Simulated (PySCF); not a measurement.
- geometry from GFN2-xTB
- GIAO PBE0/pcSseg-1 shieldings
- run in PySCF 2.14
- non-relativistic Hamiltonian, a single conformation, no solvent, fast rotation and ring inversion assumed for equivalent nuclei

References, each an isolated molecule treated in the same way: TMS for 1H (31.72 ppm), 13C (186.93 ppm). Shifts are as computed. Against solution values, carbons near 30 ppm lie about +3 ppm off and those near 130 ppm about +5 ppm. Of 1211 compounds with measured shifts, 218 miss one by over three times the rms of a fit or turn the order of signals round; such compounds aren't used in these exercises. OH and NH positions are gas-phase values without hydrogen bonding to other molecules.

(1) Order these molecules by the shift of their most shielded carbon, lowest δ first.
A. C=C[P@@](C)(=O)n1cccc1
B. CO[C@]12CC[C@H](C1)C2
C. CO[Si@@H]1CC(C(F)F)=C1F

(2) Order these molecules by the shift of their most shielded carbon-bound hydrogen, lowest δ first.
A. C=C[P@@](C)(=O)n1cccc1
B. O=CC1CCCCC1
C. OC1CC1

(3) How many 13C and 1H signals does each give (equivalence by symmetry and fast rotation, but not about amide C–N or C=N bonds)? `CO[Si@@H]1CC(C(F)F)=C1F`, `OC1CC1`, `C=C[P@@](C)(=O)n1cccc1`, `O=CC1CCCCC1`, `CO[C@]12CC[C@H](C1)C2`

## Answers

(1) C (12.1 ppm, allylic sp3 CH2 bonded to Si), A (22.2 ppm, methyl carbon bonded to P), B (26.2 ppm, sp3 CH2 in a ring).

(2) C (0.15 ppm, hydrogen on a three-membered-ring carbon), B (1.16 ppm, hydrogen on an sp3 CH2 in a ring), A (1.63 ppm, hydrogen on a methyl carbon bonded to P).

(3) CO[Si@@H]1CC(C(F)F)=C1F: 5 C, 5 H; OC1CC1: 2 C, 4 H; C=C[P@@](C)(=O)n1cccc1: 5 C, 6 H; O=CC1CCCCC1: 5 C, 8 H; CO[C@]12CC[C@H](C1)C2: 6 C, 6 H.
